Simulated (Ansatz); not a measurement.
Consider the ligand exchange at a Ti–S bond: `[F][Ti]([F])([SH])[SH]` + H–F → `[F][Ti]([F])([F])[SH]` + H₂S.

Program: Ansatz. Geometries: PBE0-D4/def2-TZVP. ΔE: electronic, gas phase. CCSD(T)/CBS is the MP2 limit (def2-TZVPP, def2-QZVPP) plus CCSD(T) − MP2 in def2-TZVPP, frozen cores. This one scheme is used for every species. DFT in def2-TZVPP. For Ti outer-core shells are correlated without core-valence functions, which leaves a few kJ/mol of doubt a bond. Scalar relativity is left out up to krypton. Each species was taken in one conformer, which may not be the lowest.

(1) Is it downhill or uphill in electronic energy at CCSD(T)/CBS, and by how much? (An estimate is asked.)

(2) What do these levels give: B97M-V, ωB97X-V, B2PLYP, r2SCANh, MP2/def2-SVP, CCSD(T)/def2-TZVPP? (An estimate is asked.)

(3) What do rigid-rotor, harmonic-oscillator terms from PBE0-D4/def2-TZVP frequencies (298.15 K, 1 bar) make of the CCSD(T)/CBS value? (Estimate.)

Largest T1 diagnostic among the species: 0.026, so the coupled-cluster value is less sure than usual.

## Answers

(1) The calculation gave: Downhill: ΔE = -63.1 kJ/mol.

(2) Computed: B97M-V -81.4, ωB97X-V -87.6, B2PLYP -74.5, r2SCANh -77.8, MP2/def2-SVP -84.0, CCSD(T)/def2-TZVPP -70.0 kJ/mol.

(3) Computed: ΔZPE = -2.6 kJ/mol, ΔH = -67.4 kJ/mol, ΔS = 16 J/(mol·K), ΔG = -72.1 kJ/mol.

In def2-TZVPP, CCSD(T) changes the Hartree–Fock value by +27.0 kJ/mol (the triples alone add +8.9 kJ/mol) and MP2 by +38.7 kJ/mol. Leaving LDA and LC-ωPBE aside and taking each functional with its dispersion term where it has one, the values, not all of them listed here, spread over 21.1 kJ/mol, from ωB97X-V to PBE-QIDH. LDA lies +5.2 kJ/mol from PBE without D4. The D4 term adds +8.5 kJ/mol with B3LYP and +4.7 kJ/mol with PBE0; it sums over pairs of atoms, weighted by their polarisabilities, and B3LYP, whose exchange is more repulsive, gets the larger term.

B3LYP here is the variant with VWN-RPA as its local correlation; programs differ in this.
